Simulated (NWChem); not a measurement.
System: C4H6Br2; SMILES C=C(Br)CCBr

```xyz
12

C      1.3883     0.4709    -0.9089
C      0.2092     0.8409    -0.4146
Br    -0.0239     2.6183     0.2231
C     -1.0394     0.0196    -0.2904
C     -0.9768    -1.3980    -0.8163
Br     0.0895    -2.5993     0.2854
H      1.5451    -0.5551    -1.2507
H      2.2303     1.1624    -0.9625
H     -1.8417     0.5409    -0.8446
H     -1.3666     0.0182     0.7630
H     -0.5541    -1.4471    -1.8286
H     -1.9807    -1.8390    -0.8349
```
Atoms are numbered in this order, from 1.

All runs: NWChem. Structure relaxed at the PBE0/def2-SVP level. Not confirmed as a minimum by frequencies. Isolated, static molecule. Spin-orbit effects are missing.

GIAO at PBE0/pcSseg-1: principal shieldings of C1 are -49.0, 75.9, 150.3 ppm; an isolated tetramethylsilane molecule has σ = 184.4 ppm at the same levels.

Task: Find the isotropic 13C shift, its principal values, the span and the skew.

Result: 
1. σ(iso) = one third of the sum = 59.1 ppm.
2. δ = σ(reference) − σ = 125.3 ppm against tetramethylsilane.
3. δ11, δ22, δ33 = 233.4, 108.5, 34.1 ppm.
4. Span Ω = δ11 − δ33 = 199.3 ppm; skew κ = 3(δ22 − δ(iso))/Ω = -0.25.
